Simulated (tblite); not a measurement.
Species: C7H5BrO2.
Bonds: C1–C2 (double), C2–C3, C3–C4 (aromatic), C4–C5 (aromatic), C5–O6 (aromatic), O6–C7 (aromatic), C7–C8, C8–O9 (double), C8–Br10, C3–C7 (aromatic). Hydrogens: H11, H12 on C1; H13 on C2; H14 on C4; H15 on C5.

Computed with GFN2-xTB (tblite), gas phase: L-BFGS steps from a force-field or distance-geometry start until the largest atomic force falls under 0.01 eV/Å.

Step 2: E = -808.5393 eV
```
atom  x, y, z in Å  |  force x, y, z in eV/Å
C1      2.4231   -0.8747    0.4418    0.179  -0.004   0.032
C2      1.5088    0.0597    0.2089   -0.309  -0.017   0.033
C3      0.0901   -0.1872    0.0294    0.201  -0.041  -0.027
C4     -0.5917   -1.4403    0.0530   -0.040   0.383   0.012
C5     -1.9106   -1.1510   -0.1610   -0.049  -0.008  -0.072
O6     -2.0962    0.1556   -0.3268   -0.272   0.206  -0.026
C7     -0.8998    0.7775   -0.2159    0.075  -0.063   0.041
C8     -0.7859    2.2112   -0.3403    0.590   0.037   0.054
O9      0.1970    2.8927   -0.2672   -0.151  -0.519   0.041
Br10   -2.4550    3.1683   -0.6813   -0.292  -0.276  -0.011
H11     2.1970   -1.9247    0.5162   -0.017   0.020  -0.021
H12     3.4562   -0.5873    0.5689   -0.087  -0.135  -0.003
H13     1.8198    1.0906    0.1646   -0.112   0.147  -0.069
H14    -0.1625   -2.4095    0.2165   -0.033   0.124  -0.021
H15    -2.7948   -1.7729   -0.2288    0.318   0.146   0.038
```

Step 3: E = -808.5524 eV
```
atom  x, y, z in Å  |  force x, y, z in eV/Å
C1      2.4271   -0.8763    0.4426   -0.312   0.284  -0.068
C2      1.5038    0.0608    0.2094    0.218  -0.222   0.110
C3      0.0930   -0.1877    0.0288   -0.042   0.059  -0.044
C4     -0.5928   -1.4345    0.0533    0.019   0.088   0.028
C5     -1.9113   -1.1504   -0.1623    0.038   0.209  -0.060
O6     -2.0998    0.1587   -0.3270   -0.108   0.119  -0.004
C7     -0.8996    0.7766   -0.2153    0.035  -0.057   0.026
C8     -0.7795    2.2082   -0.3396    0.224  -0.126   0.026
O9      0.1985    2.8870   -0.2662    0.137  -0.280   0.055
Br10   -2.4603    3.1639   -0.6815   -0.227  -0.282  -0.002
H11     2.1968   -1.9237    0.5158   -0.018  -0.037  -0.015
H12     3.4543   -0.5896    0.5687    0.081  -0.075   0.018
H13     1.8177    1.0926    0.1635   -0.129   0.088  -0.059
H14    -0.1631   -2.4071    0.2161   -0.073   0.201  -0.033
H15    -2.7894   -1.7704   -0.2282    0.157   0.030   0.023
```

**Question.** Estimate the geometry and energy of step 4. (The exact step hangs on the optimiser's Hessian estimate; all steps are aligned on step 3, rigid shifts and turns removed.)

**Answer.** E = -808.5693 eV, largest force 0.307 eV/Å
```
atom  x, y, z in Å  |  force x, y, z in eV/Å
C1      2.4260   -0.8735    0.4424   -0.219   0.030  -0.024
C2      1.5031    0.0586    0.2125    0.176   0.152   0.019
C3      0.0949   -0.1868    0.0268   -0.145   0.081  -0.003
C4     -0.5942   -1.4263    0.0544    0.036  -0.110   0.004
C5     -1.9111   -1.1439   -0.1655    0.093   0.292  -0.016
O6     -2.1054    0.1646   -0.3271    0.104   0.046   0.010
C7     -0.9000    0.7744   -0.2143   -0.001   0.005  -0.004
C8     -0.7691    2.1985   -0.3382   -0.001  -0.004   0.000
O9      0.2066    2.8760   -0.2635    0.172  -0.166   0.041
Br10   -2.4723    3.1524   -0.6820   -0.064  -0.300   0.021
H11     2.1964   -1.9225    0.5149   -0.023  -0.010  -0.016
H12     3.4532   -0.5942    0.5689    0.134  -0.024   0.023
H13     1.8120    1.0967    0.1607   -0.133  -0.057  -0.031
H14    -0.1656   -2.3992    0.2148   -0.073   0.167  -0.025
H15    -2.7788   -1.7667   -0.2268   -0.057  -0.102   0.001
```

The energy changes by -0.0169 eV. The first-order estimate −F·Δx gives -0.0246 eV and the mean of the old and new forces, exact on a quadratic surface, -0.0169 eV. The step makes an angle of 37° with the force vector and moves no atom by more than 0.017 Å.

The cost below is that of the whole relaxation. The run took 0.2 s on Arm Neoverse V2, one thread (shared host).
